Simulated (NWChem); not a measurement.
System meant: CH4OZn; SMILES [ZnH][O]C

Here is an NWChem input.

```
start job
memory heap 200 mb stack 900 mb global 1100 mb
geometry units angstroms noautoz
  Zn     0.257548    -0.726195     0.001555
  H      0.005787    -2.222722    -0.016083
  O      0.706881     0.986240     0.023520
  C     -0.076405     2.126391     0.004103
  H     -0.793993     2.190609     0.849796
  H      0.564338     3.026472     0.073315
  H     -0.672553     2.240050    -0.926495
end
basis spherical
  * library def2-svp
end
dft
  xc pbe0
  iterations 4
  mulliken
end
task dft energy
```

End of the output:

```
    Atom       Charge   Shell Charges
 -----------   ------   -------------------------------------------------------
    1 Zn  30    29.41   2.00  2.00  1.95  0.65  0.26  5.99  5.91  0.70  7.76  2.18  0.00
    2 H    1     1.18   0.62  0.54  0.02
    3 O    8     8.44   1.97  0.91  0.64  2.74  2.16  0.02
    4 C    6     5.97   1.96  0.57  0.31  1.81  1.17  0.14
    5 H    1     1.00   0.66  0.28  0.06
    6 H    1     0.99   0.66  0.27  0.06
    7 H    1     1.00   0.66  0.28  0.06

 center of mass
 --------------
 x =   0.03188975 y =  -0.15974111 z =   0.00005104

 moments of inertia (a.u.)
 ------------------
         462.061028126295           0.000000000000          -0.000000000001
           0.000000000000          29.081082414068          -0.000000000000
          -0.000000000001          -0.000000000000         479.724544568015

     Multipole analysis of the density
     ---------------------------------

     L   x y z        total         alpha         beta         nuclear
     -   - - -        -----         -----         ----         -------
     0   0 0 0     -0.000000    -24.000000    -24.000000     48.000000

     1   1 0 0     -0.410014     -0.205007     -0.205007      0.000000
     1   0 1 0     -0.238626     -0.119313     -0.119313     -0.000000
     1   0 0 1      0.002774      0.001387      0.001387     -0.000000

     2   2 0 0    -20.018325    -17.589992    -17.589992     15.161658
     2   1 1 0     -1.655944      1.075008      1.075008     -3.805960
     2   1 0 1      0.001629      0.000298      0.000298      0.001032
     2   0 2 0    -21.960746   -143.942377   -143.942377    265.924008
     2   0 1 1      0.001061     -0.005473     -0.005473      0.012006
     2   0 0 2    -19.396583    -12.530520    -12.530520      5.664458

 ------------------------------------------------------------------------
 dft energy failed                                                                                  0
 ------------------------------------------------------------------------
 ------------------------------------------------------------------------
  current input line :
    20: task dft energy
 ------------------------------------------------------------------------
 ------------------------------------------------------------------------
 This type of error is most commonly associated with calculations not reaching convergence criteria
 ------------------------------------------------------------------------
 For more information see the NWChem manual at https://nwchemgit.github.io

0:dft energy failed:Received an Error in Communication
```

**Question.** Can this run be used? If not, why, and what is the fix?

**Answer.** The run did not converge; its last values are not results. Cause: the SCF was allowed too few iterations. This input runs:
```
start job
memory heap 200 mb stack 900 mb global 1100 mb
geometry units angstroms noautoz
  Zn     0.257548    -0.726195     0.001555
  H      0.005787    -2.222722    -0.016083
  O      0.706881     0.986240     0.023520
  C     -0.076405     2.126391     0.004103
  H     -0.793993     2.190609     0.849796
  H      0.564338     3.026472     0.073315
  H     -0.672553     2.240050    -0.926495
end
basis spherical
  Zn library def2-svp
  H library def2-svp
  O library def2-svp
  C library def2-svp
end
dft
  xc pbe0
  iterations 150
  mulliken
end
task dft energy
```
It converges to -1894.38856 Ha (PBE0/def2-SVP).
